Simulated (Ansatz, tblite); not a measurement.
Removing an electron: Ga5Sb4H16⁻, a cluster cut from zinc blende GaSb (hydrogen-capped). The state is a singlet with charge -1. Geometry: r2SCAN-D4/def2-SVP. Ansatz, gas phase; energy differences of separate SCF runs; the oxidised species was run as a doublet alone.

```xyz
25

Ga    0.9260    0.8949    3.0660
Ga   -2.4005    2.2633    0.3929
Ga    1.7835    1.8030   -1.2911
Ga    2.0876   -2.5799   -0.1662
Ga   -1.2297   -1.2059   -2.8438
Sb    0.2185    2.1932    0.8545
Sb    0.9451   -1.6243    2.0887
Sb   -2.6801   -0.1277   -0.8345
Sb    1.2100   -0.7506   -1.8868
H    -0.1882    0.9411    4.1756
H     2.4286    1.1932    3.4267
H    -3.2487    2.1938    1.7160
H    -2.7379    3.3236   -0.7201
H     3.2871    1.8808   -0.8310
H     1.2596    2.7161   -2.4617
H     3.6347   -2.4188    0.0732
H     1.4605   -3.9997   -0.4230
H    -1.5200   -0.2815   -4.0840
H    -1.5863   -2.7375   -2.8858
H     0.5322    3.8162    1.2942
H     1.3430   -2.6837    3.3712
H    -0.6900   -2.1078    2.0216
H    -4.3359   -0.3357   -1.2091
H    -2.6807   -1.2916    0.4131
H     2.1815   -1.0746   -3.2567
```

In the def2 sets Sb takes a core potential; there is no spin–orbit coupling. The xTB rows come from tblite. Single mean-field runs in def2-TZVP are fitted with def2-universal-jkfit. HOMO above LUMO, or a gap near zero within one spin, warns that the state may not be the lowest or that an electron is smeared out.

```tsv
level	−HOMO (eV)	vertical IE (eV)	−LUMO (eV)	HOMO–LUMO gap (eV)	remarks
B97M-V/def2-TZVP	3.29	5.02	-0.60	3.89	gap within one spin near zero (doublet)
PBE0-D4/def2-TZVP	3.88	5.14	-1.40	5.29	–
```

(1) Estimate the rows for GFN1-xTB.

Answers

(1) 
```
   level  −HOMO (eV)  vertical IE (eV)  −LUMO (eV)  HOMO–LUMO gap (eV)
GFN1-xTB        7.57              9.16        3.72                3.85
```

Run but left out: PBE-D4/def2-TZVP (neutral doublet: an occupied level 0.00 eV above an empty one).  Raw xTB energy differences between charge states are shifted by several eV; the methods need an empirical correction for them.
